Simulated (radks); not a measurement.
Initial-state core-level shifts of the dysprosium ion Dy+ when its valence configuration changes from [Xe] 4f10 6s1. Method: scalar-relativistic Kohn-Sham, LDA (Slater exchange, Perdew-Wang correlation), spin-polarised, spherical densities, point nucleus; open shells are filled with parallel spins first (spin-orbit coupling, left out, can overturn this in heavy ions); computed with a radial shooting solver on a logarithmic mesh with Libxc functionals. Shifts are changes of the shell-averaged eigenvalues in eV (positive: less bound).

| valence | 2p | 3d | 4s | 4p |
|---|---|---|---|---|
| 4f9 6s2 | -9.176 | -9.892 | -9.637 | -9.505 |
| 4f10.5 6s0.5 | +3.575 | +3.840 | +3.797 | +3.755 |
| 4f9 5d1 6s1 | -6.718 | -7.489 | -7.225 | -7.084 |
| 4f10 6s0.5 6p0.5 | -0.669 | -0.661 | -0.666 | -0.668 |
| 4f8 5d2 6s1 | -14.427 | -16.196 | -15.417 | -15.079 |
| 4f9.5 6s1.5 | -4.335 | -4.663 | -4.568 | -4.510 |
| 4f11 | +6.183 | +6.637 | +6.591 | +6.523 |
| 4f8 6s1 6p2 | -22.375 | -24.036 | -23.225 | -22.898 |
| 4f10 5d1 | +1.653 | +1.611 | +1.630 | +1.640 |
